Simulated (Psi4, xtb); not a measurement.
Approach curve of the dimer C2H6 ··· Cl- (SMILES CC and [Cl-]) (charge -1). Monomers: optimised at B3LYP-D3(BJ) (def2-TZVP), held rigid. Orientation: lowest of the rigid-body minima from ten starts at GFN2-xTB. Only R, the distance of the centres of mass, is varied, so the lowest point isn't the relaxed dimer.

Levels of theory: GFN1-xTB (xtb); SAPT0/jun-cc-pVDZ, frozen core (Psi4).

Interaction energies in kcal/mol:

```csv
R / Å,GFN1-xTB
3.32,4.50
3.55,-0.97
3.71,-2.53
3.94,-3.14
4.17,-2.88
4.38,-2.42
4.65,-1.82
4.93,-1.35
5.47,-0.81
6.10,-0.51
7.15,-0.27
8.45,-0.14
```

What does SAPT0/jun-cc-pVDZ give at the same points?

3.32: 8.20; 3.55: 1.80; 3.71: -0.43; 3.94: -1.94; 4.17: -2.37; 4.38: -2.33; 4.65: -2.03; 4.93: -1.67; 5.47: -1.09; 6.10: -0.67; 7.15: -0.33; 8.45: -0.16 (kcal/mol).
